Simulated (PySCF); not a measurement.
iminoborane (BH2N), SMILES B=N.

Coordinates come from a PBE0-D3(BJ)/def2-TZVPD optimisation.

Level of theory: TDA-CAM-B3LYP/def2-TZVPD (PySCF 2.14.0).

Vertical excitations; the highest root listed may be one member of a degenerate set.  State labels are in the subgroup C2v.

```json
[
 {"state": "S1", "symmetry": "A2", "energy (eV)": "7.01", "λ (nm)": "177", "f": "0.000", "main pairs": "HOMO→LUMO+1 47 %, HOMO−1→LUMO+2 47 %"},
 {"state": "S2", "symmetry": "A2", "energy (eV)": "7.19", "λ (nm)": "172", "f": "0.000", "main pairs": "HOMO−1→LUMO+2, HOMO→LUMO+1 (degenerate set)"},
 {"state": "S3", "symmetry": "A1", "energy (eV)": "7.19", "λ (nm)": "172", "f": "0.000", "main pairs": "HOMO−1→LUMO+1, HOMO→LUMO+2 (degenerate set)"},
 {"state": "S4", "symmetry": "B1", "energy (eV)": "7.75", "λ (nm)": "160", "f": "0.088", "main pairs": "HOMO−1→LUMO, HOMO−1→LUMO+3 (degenerate set)"},
 {"state": "S5", "symmetry": "B2", "energy (eV)": "7.75", "λ (nm)": "160", "f": "0.088", "main pairs": "HOMO→LUMO, HOMO→LUMO+3 (degenerate set)"},
 {"state": "S6", "symmetry": "B1", "energy (eV)": "8.78", "λ (nm)": "141", "f": "0.003", "main pairs": "HOMO−1→LUMO+3, HOMO−1→LUMO (degenerate set)"},
 {"state": "S7", "symmetry": "B2", "energy (eV)": "8.78", "λ (nm)": "141", "f": "0.003", "main pairs": "HOMO→LUMO+3, HOMO→LUMO (degenerate set)"},
 {"state": "S8", "symmetry": "B1", "energy (eV)": "9.44", "λ (nm)": "131", "f": "0.024", "main pairs": "HOMO−1→LUMO+4 (degenerate set)"},
 {"state": "S9", "symmetry": "B2", "energy (eV)": "9.44", "λ (nm)": "131", "f": "0.024", "main pairs": "HOMO→LUMO+4 (degenerate set)"},
 {"state": "S10", "symmetry": "A1", "energy (eV)": "9.91", "λ (nm)": "125", "f": "0.561", "main pairs": "HOMO−1→LUMO+1 40 %, HOMO→LUMO+2 40 %"},
 {"state": "T1", "symmetry": "A1", "energy (eV)": "6.03", "λ (nm)": "206", "f": "0", "main pairs": "HOMO−1→LUMO+1 44 %, HOMO→LUMO+2 44 %"},
 {"state": "T2", "symmetry": "A2", "energy (eV)": "6.44", "λ (nm)": "192", "f": "0", "main pairs": "HOMO→LUMO+1, HOMO−1→LUMO+2 (degenerate set)"},
 {"state": "T3", "symmetry": "A1", "energy (eV)": "6.44", "λ (nm)": "192", "f": "0", "main pairs": "HOMO→LUMO+2, HOMO−1→LUMO+1 (degenerate set)"},
 {"state": "T4", "symmetry": "A2", "energy (eV)": "7.01", "λ (nm)": "177", "f": "0", "main pairs": "HOMO−1→LUMO+2 47 %, HOMO→LUMO+1 47 %"}
]
```
Triplets are in the Tamm–Dancoff approximation.
